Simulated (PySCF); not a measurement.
Several orderings of computed values.

Species are written as SMILES; each is one conformer at its optimised geometry, gas phase, non-relativistic unless stated. Electronic properties by PySCF.

Dipoles, sizes and rotational constants follow the conformer. The torsions of the flexible species, by atom-mapped SMILES:
- `[CH:1]#[C:2][C:3]([F:4])([F:5])[SiH2:6][SiH2:7][NH2:8]`: C2–C3–Si6–Si7 179°, C3–Si6–Si7–N8 178°, H–N8–Si7–Si6 -52°, H–N8–Si7–Si6 170°
- `[H]/[N:1]=[CH:2]\[C:3]([CH:4]=[O:5])=[CH:6]/[SiH2:7][SiH3:8]`: N1–C2–C3–C4 1°, C2–C3–C4–O5 -3°, C3–C6–Si7–Si8 63°
- `[O:1]=[CH:2][C:3]#[C:4][CH2:5][N:6]([SiH3:7])[SiH3:8]`: C4–C5–N6–Si7 -81°
- `[CH3:1][O:2][SiH2:3][C@@H:4]1[CH2:5][Si@H:6]1[C:7]#[N:8]`: C1–O2–Si3–C4 -177°, O2–Si3–C4–C5 54°
- `[CH3:1][C:2](=[O:3])[C:4]#[C:5][Si@H:6]([NH2:7])[SiH3:8]`: H–N7–Si6–C5 61°, H–N7–Si6–C5 -78°
- `[CH:1]#[C:2][Si@@H:3]([F:4])[NH:5][SiH2:6][CH2:7][F:8]`: C2–Si3–N5–Si6 24°, Si3–N5–Si6–C7 157°, N5–Si6–C7–F8 52°
- `[CH2:1]=[CH:2][C:3](=[CH2:4])[O:5]/[CH:6]=[CH:7]\[F:8]`: C1–C2–C3–C4 180°, C2–C3–O5–C6 -160°, C3–O5–C6–C7 -163°
- `[CH3:1][C@@:2]12[CH2:3][C@@H:4]1[C@@H:5]2[CH:6]([F:7])[F:8]`: C4–C5–C6–F7 -145°

The conformers of `F[C@]12CC[C@](F)(C1)C2` aren't listed.

(1) Rank by dipole moment, highest first (CAM-B3LYP/def2-SVPD at GFN2-xTB geometries).
A. `CC(=O)C#C[Si@H](N)[SiH3]`
B. `C#CC(F)(F)[SiH2][SiH2]N`
C. `[H]/N=C\C(C=O)=C/[SiH2][SiH3]`
D. `CO[SiH2][C@@H]1C[Si@H]1C#N`
E. `O=CC#CCN([SiH3])[SiH3]`

(2) Give the two extremes of that set in atomic units.

(3) Rank by lowest singlet excitation, lowest first (TDDFT CAM-B3LYP/def2-SVPD at GFN2-xTB geometries).
A. `FC([SiH2][SiH2]N)(F)C#C`
B. `F[C@]12CC[C@](F)(C1)C2`
C. `F[Si@@H](N[SiH2]CF)C#C`
D. `CO[SiH2][C@@H]1C[Si@H]1C#N`
E. `O=CC#CCN([SiH3])[SiH3]`
F. `[H]/N=C\C(C=O)=C/[SiH2][SiH3]`

(4) Rank by smallest rotational constant, highest first (GFN2-xTB).
A. `N[Si@H]([SiH3])C#CC(=O)C`
B. `O=CC#CCN([SiH3])[SiH3]`
C. `C=CC(O/C=C\F)=C`
D. `C[C@@]12C[C@@H]1[C@@H]2C(F)F`

(5) By how much do the two ends of that ranking differ?

(6) Rank by HOMO energy, highest first (CAM-B3LYP/def2-SVPD at GFN2-xTB geometries).
A. `C([SiH2][SiH2]N)(F)(C#C)F`
B. `O=CC#CCN([SiH3])[SiH3]`
C. `F[C@]12CC[C@](F)(C1)C2`
D. `C(C(C)=O)#C[Si@@H]([SiH3])N`
E. `C#C[Si@@H](F)N[SiH2]CF`
F. `[H]/N=C\C(C=O)=C/[SiH2][SiH3]`

(7) Rank by static isotropic polarisability, highest first (CAM-B3LYP/def2-SVPD at GFN2-xTB geometries).
A. `C#C[Si@@H](F)N[SiH2]CF`
B. `C1[C@]2(C[C@]1(F)CC2)F`
C. `CC(=O)C#C[Si@H](N)[SiH3]`
D. `CO[SiH2][C@@H]1C[Si@H]1C#N`
E. `O=CC#CCN([SiH3])[SiH3]`

(8) Give the two extremes of that set as polarisability volumes in Å³.

(9) Rank by lowest triplet excitation (Tamm–Dancoff), lowest first (TDA CAM-B3LYP/def2-SVPD at GFN2-xTB geometries).
A. `F[C@]12CC[C@](F)(C1)C2`
B. `CO[SiH2][C@@H]1C[Si@H]1C#N`
C. `CC(=O)C#C[Si@H](N)[SiH3]`
D. `C#CC(F)(F)[SiH2][SiH2]N`
E. `[H]/N=C\C(C=O)=C/[SiH2][SiH3]`

(10) Give the two extremes of that set in kJ/mol.

Answers

(1) D (4.71 D), C (4.50 D), E (3.57 D), B (2.82 D), A (2.41 D).

(2) `CC(=O)C#C[Si@H](N)[SiH3]`: 0.95 au; `CO[SiH2][C@@H]1C[Si@H]1C#N`: 1.85 au.

(3) F (3.36 eV), E (3.91 eV), A (5.72 eV), D (5.91 eV), C (6.01 eV), B (8.56 eV).

(4) D (1.200 GHz), C (0.930 GHz), B (0.561 GHz), A (0.495 GHz).

(5) By 0.705 GHz, between `C[C@@]12C[C@@H]1[C@@H]2C(F)F` and `CC(=O)C#C[Si@H](N)[SiH3]`.

(6) F (-8.66 eV), B (-8.85 eV), A (-8.96 eV), D (-9.17 eV), E (-9.27 eV), C (-10.13 eV).

(7) C (116.7 au), E (109.5 au), D (106.2 au), A (89.2 au), B (64.7 au).

(8) `F[C@]12CC[C@](F)(C1)C2`: 9.58 Å³; `CC(=O)C#C[Si@H](N)[SiH3]`: 17.30 Å³.

(9) E (2.95 eV), C (3.45 eV), B (4.51 eV), D (5.17 eV), A (8.43 eV).

(10) `[H]/N=C\C(C=O)=C/[SiH2][SiH3]`: 285 kJ/mol; `F[C@]12CC[C@](F)(C1)C2`: 813 kJ/mol.
